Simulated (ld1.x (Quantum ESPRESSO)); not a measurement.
# W (Z = 74): one change to a TM potential, before and after

```
Element                 : tungsten (W)
Generator               : ld1.x (Quantum ESPRESSO) 7.5
Type                    : norm-conserving Troullier–Martins (Kleinman–Bylander form)
Functional              : PBE
Relativity              : scalar-relativistic
Frozen core             : [Xe] 4f14
Valence charge          : 6
Reference configuration : 5d4 6s1.5 6p0.5
Partial waves           : 6s (bound): rc 2.90 bohr; 6p (bound): rc 2.70 bohr; 5d (bound): rc 1.55 bohr
Local potential         : the d channel
Core correction         : none
```

Change: wave 6s (bound): rc 2.90 bohr becomes 6s (bound): rc 3.68 bohr.

Cutoffs: the cutoffs (Ry, on a coarse ladder) from which the occupation-weighted sum of valence levels, in a spherical-Bessel basis at the reference potential, stays within 10 and 1 mRy of its value at 400 Ry; they do not see the model core or the augmentation charge, which bear on the density cutoff. Errors are all-electron minus pseudo energies relative to the spin-unpolarised reference configuration.

Task: What does the change do?

Result: The potential gets neither clearly harder nor softer (30 Ry and 50 Ry → 30 Ry and 50 Ry); both files keep a bound ghost (p, s); the number of tests that count goes from 6 to 5; of the 5 tests that both files solve, the error grows in 0 and shrinks in 3 by more than 15 % and 0.3 meV (median size 2.1 → 2.2 meV). That the errors move this way runs against the usual rule that smaller radii transfer better.

```csv
quantity,base,changed
"cutoff, loose",30 Ry,30 Ry
"cutoff, tight",50 Ry,50 Ry
bound ghosts,"s, p","s, p"
"tests counted (converged, no solver errors)",6 of 7,5 of 7
"error for 5d4 6s2 6p0, meV [ΔE -2.21 eV]",+1.4,-0.8
"error for 5d4 6s1 6p0, meV [ΔE 6.67 eV]",+2.1,+2.2
"error for 5d4 6s0 6p0, meV [ΔE 22.35 eV]",+67,+36
"error for 5d3 6s0 6p0, meV [ΔE 47.73 eV]",+144,-3.6
"error for 5d4 6s1.5 6p0, meV [ΔE 1.42 eV]",-0.5,-0.7
```

Base: Tests not counted: 5d3 6s2 6p1 (solver errors, printed error -2.2 eV). These tests converged, but a pseudo level misses the all-electron one widely, so the file describes the atom poorly there or has found another state: 5d4 6s0 6p0: empty 6p by 2.5 eV. Changed file: Tests not counted: 5d4 6s0 6p2 (solver errors, printed error -9.8 eV); 5d3 6s2 6p1 (solver errors, printed error -2.4 eV). A true bound ghost makes a file unfit for plane-wave use even where its test errors are small: the radial tests pick states by their node count and pass the ghost by. Where a test does run into it, the solver fails or the error is huge.
